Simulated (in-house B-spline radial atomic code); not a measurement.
Ionisation energies with and without relativity, with size and susceptibility from the Dirac run. Dirac energy differences include first-order Breit, QED and recoil terms. NIST's values go from ground level to ground level; the uncertainty of those that are theory runs from under 0.1 % in few-electron ions to several per cent in heavy many-electron ones. Computed with an all-electron radial atomic-structure program (B-spline basis): non-relativistic Hartree-Fock and Dirac-Hartree-Fock, averages of the configuration (point nuclei without relativity, finite nuclei with it).

| ion | configuration | configuration after | ionisation non-relativistic (eV) | ionisation Dirac Breit and QED (eV) | tabulated value (eV) | tabulated kind | radius at density 0.001 (bohr) | diamagnetic susceptibility (10⁻⁶ cm³/mol) |
| --- | --- | --- | --- | --- | --- | --- | --- | --- |
| Ga2+ | [Ar] 3d10 4s1 | [Ar] 3d10 | 29.18 | 29.61 | 30.72576 | measured | 3.335 | -14.005 |
| Ge2+ | [Ar] 3d10 4s2 | [Ar] 3d10 4s1 | 31.73 | 32.19 | 34.0576 | measured | 3.468 | -15.697 |
| As2+ | [Ar] 3d10 4s2 4p1 | [Ar] 3d10 4s2 | 27.33 | 27.36 | 28.349 | measured | 3.601 | -17.819 |
| Se2+ | [Ar] 3d10 4s2 4p2 | [Ar] 3d10 4s2 4p1 | ? | ? | ? | measured | ? | ? |
| Br2+ | [Ar] 3d10 4s2 4p3 | [Ar] 3d10 4s2 4p2 | ? | ? | ? | measured | ? | ? |
| Kr2+ | [Ar] 3d10 4s2 4p4 | [Ar] 3d10 4s2 4p3 | 36.01 | 36.07 | 35.838 | measured | 3.488 | -20.493 |

**Question.** Fill in the row of Se2+.

**Answer.** ionisation non-relativistic (eV): 30.16; ionisation Dirac Breit and QED (eV): 30.20; tabulated value (eV): 31.697; radius at density 0.001 (bohr): 3.604; diamagnetic susceptibility (10⁻⁶ cm³/mol): -19.161.

**Question.** Fill in the row of Br2+.

**Answer.** ionisation non-relativistic (eV): 33.05; ionisation Dirac Breit and QED (eV): 33.10; tabulated value (eV): 34.871; radius at density 0.001 (bohr): 3.556; diamagnetic susceptibility (10⁻⁶ cm³/mol): -19.997.
